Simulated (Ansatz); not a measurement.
Reaction (isomerisation): `N=C[Si](N)(O)F` → `N[Si@@H]1N[C@@]1(O)F`

Calculated with Ansatz (gas phase, PBE0-D4/def2-TZVP geometries, no zero-point term in ΔE). CCSD(T)/CBS adds triple-zeta CCSD(T) − MP2 to the extrapolated MP2 energy (def2 sets, frozen cores). DFT in def2-TZVPP. Each species was taken in one conformer, which may not be the lowest.

| species | ωB97X-V energy (Eh) |
| --- | --- |
| `N=C[Si](N)(O)F` | -615.32569 |
| `N[Si@@H]1N[C@@]1(O)F` | -615.19115 |

(1) Work out ΔE.

Largest T1 diagnostic among the species: 0.012.

Results:

(1) ΔE = (-615.19115) − (-615.32569) = 0.13454 Eh = +84.4 kcal/mol. CCSD(T)/CBS gives +91.3 kcal/mol.

In def2-TZVPP, CCSD(T) changes the Hartree–Fock value by −5.2 kcal/mol (the triples alone add −0.8 kcal/mol) and MP2 by −5.1 kcal/mol. From PBE to PBE0 (25 % exact exchange), in def2-TZVPP and without D4, ΔE moves by +2.2 kcal/mol.
